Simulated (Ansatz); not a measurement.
Gas-phase electronic energies from Ansatz, PBE0-D4/def2-TZVP geometries. CCSD(T)/CBS adds triple-zeta CCSD(T) − MP2 to the extrapolated MP2 energy (def2 sets, frozen cores). DFT in def2-TZVPP. B3LYP here is the variant with VWN-RPA as its local correlation; programs differ in this. HSE06 is defined as in plane-wave codes. def2 core potentials past Kr. For Se, Sn outer-core shells are correlated without core-valence functions, which leaves a few kJ/mol of doubt a bond. Scalar relativity is left out up to krypton. One conformer a species, not always the lowest.

Consider the ligand exchange at the Sn–N bond: `C[NH][Sn]([F])([F])[F]` + H₂Se → `[F][Sn]([F])([F])[SeH]` + CH₃NH₂.

| level | ΔE (kJ/mol) | difference from CCSD(T)/CBS |
| --- | --- | --- |
| PBE-D4 | -81.1 | -6.9 |
| BLYP-D4 | -77.2 | -3.0 |
| r2SCAN-D4 | -79.4 | -5.2 |
| PBE0-D4 | -81.7 | -7.5 |
| HSE06-D4 | -82.0 | -7.8 |
| B2PLYP | -75.9 | -1.7 |
| B3LYP | -80.7 | -6.5 |
| HF/def2-SVP | -77.2 | -3.0 |
| MP2/def2-SVP | -67.4 | 6.8 |
| CCSD/def2-SVP | -67.5 | 6.7 |
| HF/def2-TZVPP | -77.7 | -3.5 |
| MP2/def2-TZVPP | -70.3 | 3.9 |
| SCS-MP2/def2-TZVPP | -68.3 | 5.9 |
| HF/def2-QZVPP | -78.1 | -3.9 |
| SCS-MP2/def2-QZVPP | -71.9 | 2.3 |
| HF/CBS(def2) | -78.1 | -3.9 |
| CCSD(T)/CBS | -74.2 | 0 |

What do rigid-rotor, harmonic-oscillator terms from PBE0-D4/def2-TZVP frequencies (298.15 K, 1 bar) make of the CCSD(T)/CBS value? (Best estimate.)

The calculation gave: ΔZPE = +11.6 kJ/mol, ΔH = -63.5 kJ/mol, ΔS = 13 J/(mol·K), ΔG = -67.4 kJ/mol. Modes under 50 cm⁻¹ make the entropy rough.

Largest T1 diagnostic among the species: 0.014.

In def2-TZVPP, CCSD(T) changes the Hartree–Fock value by +10.4 kJ/mol (the triples alone add +0.9 kJ/mol) and MP2 by +7.4 kJ/mol. At CCSD(T), def2-SVP lies +7.2 kJ/mol from the extrapolated value and def2-TZVPP +6.9 kJ/mol.

CCSD(T)/CBS has its own doubt, a few kJ/mol and more with outer-core shells, so smaller differences from it don't rank the levels.
